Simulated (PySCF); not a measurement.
CH₁₂N₂Si₃, SMILES N[SiH](N)C[SiH2][SiH3]. The structure is a stationary point at PBE-D3(BJ)/def2-SVP. The structure was generated by enumeration, and PubChem lists no compound with its InChIKey, so it may never have been made. One conformer was computed; it need not be the lowest.

Question: Give the equilibrium geometry at PBE-D3(BJ)/def2-SVP (PySCF confirms it by a frequency run) as Cartesian coordinates in Å. (The exact figures need the calculation; the answer reports its results.)

Answer: One answer among several that fit: 
```xyz
18

N     -1.8307    -1.2826    -0.0127
Si    -1.3051     0.2665    -0.6024
N     -2.7312     1.0879    -1.1619
C     -0.3161     1.0269     0.8263
Si     1.1912     0.0057     1.3521
Si     2.5158    -0.6207    -0.4946
H     -1.2425    -1.8027     0.6425
H     -2.3275    -1.9168    -0.6426
H     -0.3917     0.3035    -1.8095
H     -3.5079     1.2612    -0.5195
H     -2.6427     1.8392    -1.8491
H     -0.9709     1.1793     1.7116
H      0.0426     2.0275     0.5017
H      2.0567     0.7474     2.3421
H      0.7352    -1.2622     2.0377
H      3.8002    -1.2532    -0.0228
H      2.8635     0.5764    -1.3411
H      1.7889    -1.6191    -1.3568
```
